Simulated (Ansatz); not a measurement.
A CCSD(T) single point on `[CH3][Hf]([CH3])([CH3])[F]`.

```yaml
crystal:
  periodic: [false, false, false]
  atoms:
    - {symbol: C, position_ang: [-1.665917, 1.230230, -0.179023]}
    - {symbol: Hf, position_ang: [0.375193, 0.388455, -0.343760]}
    - {symbol: C, position_ang: [1.186597, 0.118616, 1.698598]}
    - {symbol: C, position_ang: [0.214618, -1.613435, -1.276627]}
    - {symbol: F, position_ang: [1.501857, 1.525933, -1.377735]}
    - {symbol: H, position_ang: [-1.811041, 1.726990, 0.788970]}
    - {symbol: H, position_ang: [-1.896889, 1.964079, -0.959079]}
    - {symbol: H, position_ang: [-2.417605, 0.432783, -0.247920]}
    - {symbol: H, position_ang: [1.813170, 0.953901, 2.030713]}
    - {symbol: H, position_ang: [0.374454, 0.008445, 2.429034]}
    - {symbol: H, position_ang: [1.798809, -0.790696, 1.757773]}
    - {symbol: H, position_ang: [-0.062014, -2.365215, -0.525655]}
    - {symbol: H, position_ang: [1.149083, -1.946982, -1.741956]}
    - {symbol: H, position_ang: [-0.560315, -1.633112, -2.053344]}
basis:
  gaussian: {orbitals: def2-TZVPP}
correlation: {method: ccsd_t}
output: {orbitals: {seedname: orbitals}}
```

```sh
$ ansatz run in.yaml --threads 4 --pin off --events-out ev --progress --plain --max-ram 11315MiB
```

The program prints (abridged):

```
Functional definition: HF
1795 factors; integrals over basis functions are off by at most 1.2e-3 eV
mean field evaluation 1: about -7229.6824 eV, gradient 5.6e1 eV
mean field evaluation 2: about -7229.7866 eV, gradient 5.6e1 eV
mean field evaluation 4: about -7236.5669 eV, gradient 5.2e0 eV
mean field evaluation 8: about -7236.6730 eV, gradient 4.1e-1 eV
mean field -7236.67400190 eV, -265.9428643761 hartree, gradient 7.8e-6 eV, S^2 0.000000; 0 other end points of the search recorded, 0 dependent functions left out
4 core orbitals not correlated: weight in the atoms' cores, before any rotation towards them, 1.000 or more for the frozen orbitals, at most 0.000 for the correlated occupied ones
reference -7236.67400190 eV, -265.9428643761 hartree; 20, 20 occupied and 282, 282 virtual orbitals, 1795 factors
second order -30.51004047 eV of doubles, -0.00000000 eV of singles
cycle   1  -30.79467378 eV  change   -2.8e-1 eV  update   1.3e-1
cycle   2  -31.43785474 eV  change   -6.4e-1 eV  update   4.5e-2
cycle   3  -31.63850962 eV  change   -2.0e-1 eV  update   2.5e-2
cycle   4  -31.63505211 eV  change    3.5e-3 eV  update   6.5e-3
cycle   5  -31.62653962 eV  change    8.5e-3 eV  update   2.6e-3
cycle   6  -31.62687791 eV  change   -3.4e-4 eV  update   9.4e-4
cycle   7  -31.62686488 eV  change    1.3e-5 eV  update   2.9e-4
cycle   8  -31.62674255 eV  change    1.2e-4 eV  update   1.2e-4
cycle   9  -31.62678788 eV  change   -4.5e-5 eV  update   5.5e-5
cycle  10  -31.62682767 eV  change   -4.0e-5 eV  update   2.2e-5
perturbative correction -1.18599361 eV, -0.0435844614 hartree
Total energy: -7269.48682319 eV, -267.1487133171 hartree
```

Run time 11 min (4 threads of an AMD EPYC 9R45 on a shared host); peak host memory 4.9 GiB.

Correlation energy per correlated electron: -0.820 eV. T1 diagnostic: 0.0137.
